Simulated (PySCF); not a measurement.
**Orbital picture of InN**

CAM-B3LYP at R = 2.238 Å; PySCF, scalar-relativistic core potentials, basis sets In def2-SVPD with ECP28, N def2-SVPD. State: ³Σ⁻ (triplet), unpaired electrons π ↑↑. Only the outer orbitals are listed, counted within each symmetry, core potentials removing the inner ones.

| spin | orbital | occ. | ε (eV) | on In (%) | main shells (%) |
| --- | --- | --- | --- | --- | --- |
| α | 5σ | 1 | -21.11 | 31 | 68 N s, 28 In d |
| α | 6σ | 1 | -11.15 | 71 | 71 In s, 26 N p |
| α | 3π | 1 | -9.59 | 7 | 93 N p |
| α | 3π | 1 | -9.59 | 7 | 93 N p |
| α | 7σ | 1 | -7.54 | 46 | 51 N p, 23 In s, 22 In p |
| α | 4π | 0 | -0.84 | 96 | 95 In p |
| α | 4π | 0 | -0.84 | 96 | 95 In p |
| α | 8σ | 0 | 0.93 | 106 | 99 In s |
| β | 5σ | 1 | -17.99 | 12 | 87 N s |
| β | 6σ | 1 | -10.70 | 80 | 79 In s, 15 N p |
| β | 7σ | 1 | -6.68 | 43 | 53 N p, 31 In p, 11 In s |
| β | 3π | 0 | -1.71 | 76 | 74 In p, 24 N p |
| β | 3π | 0 | -1.71 | 76 | 74 In p, 24 N p |
| β | 4π | 0 | 0.48 | 51 | 49 N p, 27 In d, 24 In p |

Question: Which are the highest filled and the lowest empty level, where do they sit, and how wide is the gap?

Answer: Highest filled β 7σ at -6.68 eV (in %: 53 N p, 31 In p, 11 In s); lowest empty β 3π at -1.71 eV (in %: 74 In p, 24 N p); the gap at CAM-B3LYP is 4.97 eV.

```
bond order (Mayer)                              : 1.02
⟨S²⟩                                            : 2.013
charge on In (Mulliken, basis-dependent)        : 0.34
charge on In (Löwdin, basis-dependent)          : 0.34
dipole moment (positive dipole means In(−)N(+)) : -2.55 D
polarisability along the bond                   : 65.6 bohr³
polarisability across the bond                  : 51.9 bohr³
```

Shares are Mulliken populations and can fall outside 0 to 100 %.

Spin–orbit coupling is left out. The state was picked by a PBE0 search and need not be the measured ground state.
